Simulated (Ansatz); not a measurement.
Total energies of C2H8SiTe, SMILES `CC[Te][SiH3]`.

Cartesian coordinates in Å:
```
C -1.6459 -0.1555 1.5510
C -0.3440 -0.0633 0.7846
Te -0.7233 0.0286 -1.3463
Si 1.6769 0.1829 -1.9597
H -2.2822 0.7131 1.3674
H -1.4485 -0.2023 2.6262
H -2.2105 -1.0497 1.2780
H 0.2874 -0.9345 0.9554
H 0.2142 0.8356 1.0444
H 1.7366 0.2658 -3.4407
H 2.3082 1.3911 -1.3652
H 2.4311 -1.0117 -1.4951
```

The species carries charge 0 and has multiplicity 1. Correlated methods include outer-core shells of Te, which these sets cover unevenly. Te: def2 effective core potential. The geometry is a stationary point of PBE0-D4/def2-TZVP. It is one conformer, not always the lowest. Basis def2-TZVPP, Ansatz 0.2.0.

RPA on PBE orbitals: Hartree–Fock energy of these orbitals -636.32881 Eh, correlation -1.46865 Eh (frozen core).

```csv
functional,kind,energy without D4 (Eh),D4 term (kJ/mol)
PBE,GGA,-638.31166,-27.1
revPBE,GGA,-638.55032,-75.8
BLYP,GGA,-638.47736,-58.5
B97M-V,meta-GGA with VV10,-638.50860,–
PBE0,"global hybrid, 25 % exact exchange",-638.37863,-23.0
B3LYP,"global hybrid, 20 %",-638.71151,-44.0
r2SCANh,"meta-GGA hybrid, 10 %",-638.60233,-7.0
r2SCAN0,"meta-GGA hybrid, 25 %",-638.58097,-7.8
BHLYP,"global hybrid, 50 %",-638.47993,-36.8
CAM-B3LYP,range-separated hybrid,-638.54149,-23.7
LC-ωPBE,long-range corrected hybrid,-638.48816,–
ωB97X-V,range-separated hybrid GGA with VV10,-638.50894,–
ωB97M-V,range-separated hybrid meta-GGA with VV10,-638.48028,–
PBE-QIDH,double hybrid,-638.12197,–
```

(1) Give the same for LDA (SPW92), r2SCAN, HSE06 (plane-wave form), B2PLYP. (Best estimate.)

B3LYP takes the VWN-RPA correlation (the form of Gaussian; ORCA's B3LYP/G). HSE06 is the plane-wave form, built on full-range PBE exchange. The double hybrids freeze the cores in their second-order part.

Answers

(1) The calculation gave: 
```csv
functional,kind,energy without D4 (Eh),D4 term (kJ/mol)
LDA (SPW92),LDA,-636.25106,–
r2SCAN,meta-GGA,-638.61725,-6.4
HSE06 (plane-wave form),screened hybrid,-638.36476,-21.7
B2PLYP,double hybrid,-638.21195,–
```

LC-ωPBE has ω = 0.4 bohr⁻¹.
